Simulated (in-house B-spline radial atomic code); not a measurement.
# Pd3+: [He] 2s1 2p6 3s2 3p6 3d10 4s2 (4p1/2)1 (4p3/2)4 4d9 (with a hole in an inner shell)

Level of theory: Dirac-Hartree-Fock, average of the jj configuration, Fermi nucleus of rms radius 4.5318 fm; calculated with a radial B-spline atomic code at the basis-set limit.

Z_r = [3n² - l(l+1)]/(2<r>); Z_e = n√(-2ε); the last column is Slater's effective charge. Values are occupation-weighted means over j. An effective charge above Z reflects the relativistic contraction of the inner shells.

```csv
shell,electrons,ε (eV),<r> (bohr),Z_r,Z_e,Slater
1s,2,-24682,0.03184,47.10,42.59,45.70
2s,1,-3802.7,0.1376,43.60,33.44,42.20
2p,6,-3410.6,0.1197,41.79,31.67,42.20
3s,2,-769.15,0.3713,36.36,22.56,35.60
3p,6,-642.54,0.3695,33.82,20.62,35.60
3d,10,-439.08,0.3454,30.40,17.04,25.85
4s,2,-152.06,0.9217,26.04,13.37,19.60
4p,5,-112.95,0.9983,23.04,11.52,19.60
4d,9,-52.527,1.23,17.08,7.86,9.20
```

The least bound orbital is 4d3/2 at -51.86 eV, and it is also the most diffuse (<r> = 1.232 bohr). The part-filled 2s shell lies below the filled 4s shell in orbital energy.

For the 1s electron the small component carries 2.84 % of the norm, the zero-frequency Breit interaction raises the level by 50.58 eV, self-energy by 28.84 eV, and vacuum polarisation lowers it by 3.561 eV.
